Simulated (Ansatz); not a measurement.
**Question.** Predict a relaxed structure of BeBr2, charge 0, singlet, at PBE0-D4/def2-TZVP (Ansatz).

**Answer.** 
```xyz
3

Be    0.0003   -0.0002    0.0001
Br   -1.0637   -1.5930   -0.3758
Br    1.0635    1.5933    0.3757
```
Point group D∞h (tolerance 0.1 Å). This is one stationary point.
